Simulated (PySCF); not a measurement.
Input for PySCF: R-BP86/LANL2DZ on CSe, 2S+1 = 1, a spin state set in the input, which need not be the lowest, a point of a bond scan (R = 1.596 Å).

```python
from pyscf import gto, scf, dft, mp
from pyscf.data.elements import chemcore

mol = gto.M(
    atom='''
    C     0.00000000    0.00000000    0.00000000
    Se    0.00000000    0.00000000    1.59607300
    ''',
    basis='lanl2dz',
    ecp={'Se': 'lanl2dz'},
    charge=0, spin=0, verbose=3, max_memory=1800)
mf = dft.RKS(mol, xc='b88,p86')
mf.conv_tol = 1e-8
mf.max_cycle = 100
mf.kernel()
if not mf.converged:
    mf = mf.newton().run(mf.mo_coeff, mf.mo_occ)
```

Problem. Give the final energy of this run.

Solution. -47.2239 hartree.
